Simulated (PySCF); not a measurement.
## Single point on LiIn

State: ¹Σ⁺ (singlet), closed shell.

An equivalent input (the run itself took its basis sets from the Basis Set Exchange, started from a PBE0 density and held the occupation σ 6α 6β, πx 2α 2β, πy 2α 2β, δx 1α 1β, δy 1α 1β):

```python
from pyscf import gto, scf, cc
mol = gto.M(atom='Li 0 0 0; In 0 0 3.026', basis={'Li': 'def2-SVP', 'In': 'def2-SVP'}, ecp={'In': 'def2-SVP'},
            charge=0, spin=0, verbose=4, symmetry='C2v')
mf = scf.RHF(mol)
mf.irrep_nelec = {'A1': 14, 'A2': 2, 'B1': 4, 'B2': 4}
mf.conv_tol = 1e-9
mf.max_cycle = 60
mf.diis_space = 10
mf.kernel()
mycc = cc.CCSD(mf, frozen=[0, 1, 2, 3, 34])
mycc.run(conv_tol=1e-7, conv_tol_normt=1e-5, max_cycle=80, diis_space=8)
et = mycc.ccsd_t()
```

The SCF ended at -196.63531415 hartree. The coupled-cluster part of the log:

```
******** <class 'pyscf.cc.ccsd.CCSD'> ********
CC2 = 0
CCSD nocc = 8, nmo = 30
frozen orbitals [0, 1, 2, 3, 34]
max_cycle = 80
direct = 0
conv_tol = 1e-07
conv_tol_normt = 1e-05
diis_space = 8
diis_start_cycle = 0
diis_start_energy_diff = 1e+09
Init t2, MP2 energy = -196.706743608121  E_corr(MP2) -0.0714294572128407
Init E_corr(CCSD) = -0.0714294572165976
cycle = 1  E_corr(CCSD) = -0.0832787854072565  dE = -0.0118493282  norm(t1,t2) = 0.0664579
cycle = 2  E_corr(CCSD) = -0.0880613955540177  dE = -0.00478261015  norm(t1,t2) = 0.0354901
cycle = 3  E_corr(CCSD) = -0.092002149997863  dE = -0.00394075444  norm(t1,t2) = 0.0225354
cycle = 4  E_corr(CCSD) = -0.0923726132516417  dE = -0.000370463254  norm(t1,t2) = 0.0080395
cycle = 5  E_corr(CCSD) = -0.0921469283598463  dE = 0.000225684892  norm(t1,t2) = 0.00404006
cycle = 6  E_corr(CCSD) = -0.0921649735357902  dE = -1.80451759e-05  norm(t1,t2) = 0.00122631
cycle = 7  E_corr(CCSD) = -0.0921698161513241  dE = -4.84261553e-06  norm(t1,t2) = 0.000488004
cycle = 8  E_corr(CCSD) = -0.0921634339019517  dE = 6.38224937e-06  norm(t1,t2) = 0.000290155
cycle = 9  E_corr(CCSD) = -0.0921692716094965  dE = -5.83770754e-06  norm(t1,t2) = 0.00011198
cycle = 10  E_corr(CCSD) = -0.0921677070662285  dE = 1.56454327e-06  norm(t1,t2) = 4.27284e-05
cycle = 11  E_corr(CCSD) = -0.0921678449434855  dE = -1.37877257e-07  norm(t1,t2) = 1.58424e-05
cycle = 12  E_corr(CCSD) = -0.0921677673853942  dE = 7.75580913e-08  norm(t1,t2) = 5.49711e-06
CCSD converged
E(CCSD) = -196.7274819182936  E_corr = -0.09216776738539419
CCSD(T) correction = -0.00342530847177357
```

T1 diagnostic 0.016, D1 0.056, 16 electrons correlated, 1 of the virtual orbitals (those above 20 hartree) left out.

Repeating this along the bond gives Re = 3.028 Å and ωe = 257 cm⁻¹.

A point of this curve took 0.63 CPU seconds beside 0.11 for the integrals (shared host).

Correlated steps freeze 4 core orbitals. Spin–orbit coupling is left out.
